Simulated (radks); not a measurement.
The numbers below are computed, except where a source is named.
Task: These are the eigenvalues of the occupied orbitals of an atom or ion with whole-number occupations (eV). Level of theory: Dirac Kohn-Sham, exchange-only B88, spin-unpolarised, spherical densities, finite nucleus; Fermi nuclear charge, rms radius of each element as measured or else 0.836 A^(1/3) + 0.57 fm (a radial shooting solver on a logarithmic mesh with Libxc functionals).

| orbital | eigenvalue |
|---|---|
| 1s1/2 | -73741.30 |
| 2s1/2 | -12833.12 |
| 2p1/2 | -12290.10 |
| 2p3/2 | -10758.49 |
| 3s1/2 | -2984.904 |
| 3p1/2 | -2741.243 |
| 3p3/2 | -2407.266 |
| 3d3/2 | -1997.830 |
| 3d5/2 | -1925.476 |
| 4s1/2 | -628.4623 |
| 4p1/2 | -526.0985 |
| 4p3/2 | -447.6117 |
| 4d3/2 | -279.3644 |
| 4d5/2 | -264.8283 |
| 5s1/2 | -89.9660 |
| 5p1/2 | -58.4022 |
| 4f5/2 | -51.9051 |
| 4f7/2 | -49.1003 |
| 5p3/2 | -46.1696 |
| 5d3/2 | -5.7872 |
| 6s1/2 | -5.3575 |
| 5d5/2 | -4.7622 |

Which element is it, and in what charge state? The configuration may be excited. Open shells, if any, fill j = l - 1/2 first.

Result: Z = 76, osmium, charge 0: Os in [Xe] 4f14 5d6 6s2. The list shows which subshells hold electrons but not how many an open one holds; the 1s level, -2709.9 hartree, gives Z - s = 73.6 by -(Z - s)^2/2, which with screening and relativity narrows Z to a few neighbours, and the depths of the outer levels then fix element, charge and occupations together.
